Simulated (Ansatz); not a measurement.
C₃H₆BFSi (`FC1=C[SiH2]BC1`), relaxed with RKS PBE-D4/def2-SVP in Ansatz 0.2.0 from a rough embedded geometry. The force threshold is 0.03 eV/Å; the program also tests the step.

Total charge 0; spin multiplicity 1.

Start:

```xyz
12

F     2.231    0.096    1.511
C     1.078    0.054    0.682
C     0.740   -1.062    0.042
Si   -0.766   -1.013   -0.884
B    -1.000    0.864   -0.457
C     0.187    1.261    0.487
H     1.337   -2.007    0.187
H    -0.474   -1.160   -2.344
H    -1.847   -1.891   -0.454
H    -2.090    1.212   -0.232
H    -0.187    1.598    1.446
H     0.789    2.048    0.017
```

| step | energy (eV) | largest force (eV/Å) | largest move (Å) |
| --- | --- | --- | --- |
| 1 | -14458.0171 | 2.599 | 0.000 |
| 2 | -14458.8263 | 1.066 | 0.199 |
| 3 | -14459.0012 | 0.570 | 0.186 |
| 4 | -14459.0170 | 1.076 | 0.200 |
| 5 | -14459.0441 | 0.171 | 0.033 |
| 6 | -14459.0454 | 0.066 | 0.019 |
| 7 | -14459.0459 | 0.018 | 0.020 |

End:

```xyz
12

F     2.173    0.202    1.432
C     1.074    0.008    0.674
C     0.819   -1.169    0.056
Si   -0.791   -1.070   -0.906
B    -1.097    0.849   -0.309
C     0.161    1.206    0.569
H     1.527   -2.005    0.165
H    -0.616   -1.260   -2.395
H    -1.826   -2.078   -0.466
H    -1.987    1.649   -0.514
H    -0.130    1.588    1.577
H     0.694    2.079    0.117
```

It took 12 s on 4 threads of an Arm Neoverse V1 on a shared host, with 0.16 GiB of host memory at the peak.
